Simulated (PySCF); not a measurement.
Computed IR spectrum (relative IR intensity) of a molecule C₂H₁₁NSi₂. Geometry: PBE0-D3(BJ)/def2-SVP. One conformer was computed; it need not be the lowest. Calculation: PySCF 2.14.0 with PBE0-D3(BJ)/def2-SVP. Frequencies are harmonic and unscaled.

```
ν (cm⁻¹)  relative intensity
--------  ------------------
381                       13
758                       18
835                       15
894                      5.0
906                      100
937                       38
954                       13
960                       12
1196                      36
1260                      12
1427                     2.2
2204                      24
2209                      33
2236                      34
3613                     5.6
```

Question: Pick the molecule that these values belong to.
A. CC[SiH2][SiH2]N
B. CNC[SiH2][SiH3]
C. C[SiH2]N[SiH2]C
D. C[Si@@H]([SiH3])CN

Answer: C, C[SiH2]N[SiH2]C
